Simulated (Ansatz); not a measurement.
Z-matrix (Å, degrees):
```
Si
C 1 1.886
H 1 1.486 2 109.4
H 1 1.485 2 109.8 3 119.9
H 1 1.486 2 110.5 3 -119.8
Si 2 1.886 1 108.2 3 -60.3
B 2 1.533 1 109.6 3 -179.7
H 2 1.096 1 108.4 3 57.1
H 6 1.486 2 109.4 1 60.8
H 6 1.485 2 109.8 1 -59.1
H 6 1.486 2 110.5 1 -179.4
Cl 7 1.753 2 121.6 1 -120.8
H 7 1.195 2 122.4 1 59.3
```

Total charge 0; spin multiplicity 1.

**Question.** List the r2SCAN/def2-TZVPP orbital energies in eV (Ansatz 0.2.0). (Estimate.)

**Answer.** Ansatz gave: Occupied: -2753.49, -1791.31, -1791.31, -273.07, -254.89, -193.42, -193.33, -193.26, -181.75, -141.77, -141.77, -96.64, -96.64, -96.62, -96.62, -96.62, -96.62, -21.86, -18.89, -13.90, -13.62, -12.88, -11.13, -10.10, -9.52, -9.50, -8.83, -8.82, -8.71, -8.42, -8.11, -7.43. Lowest empty: -2.12, -0.28, -0.01, 0.93, 0.94, 1.06, 1.07, 1.49.
